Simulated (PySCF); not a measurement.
C4H6BF, SMILES FB1C=CCC1. Geometry optimised at PBE-D3(BJ)/def2-SVP. The structure was generated by enumeration, and PubChem lists no compound with its InChIKey, so it may never have been made. One conformer was computed; it need not be the lowest.

Level of theory: PySCF with PBE-D3(BJ)/def2-SVP.

Harmonic wavenumbers (cm⁻¹): 97, 243, 356, 425, 514, 695, 717, 746, 766, 893, 895, 982, 989, 1050, 1076, 1079, 1165, 1174, 1275, 1294, 1343, 1382, 1399, 1577, 2958, 2990, 2991, 3033, 3074, 3134. Rotational constants (GHz): 6.938, 3.080, 2.191; symmetry number 1.

Task: Work out the zero-point energy and the ideal-gas rigid-rotor harmonic-oscillator thermochemistry at 298.15 K and 1 atm.

Result: ZPE = ½ Σ hcν = ½ × 40313 cm⁻¹ = 241.13 kJ/mol. H − E(el) = 258.55 kJ/mol. Entropy in J/(mol K): translation 163.99, rotation 110.17, vibration 41.62, total 315.78. G − E(el) = 164.40 kJ/mol. Cp = 95.64 J/(mol K). Modes under 150 cm⁻¹ make the vibrational entropy uncertain.
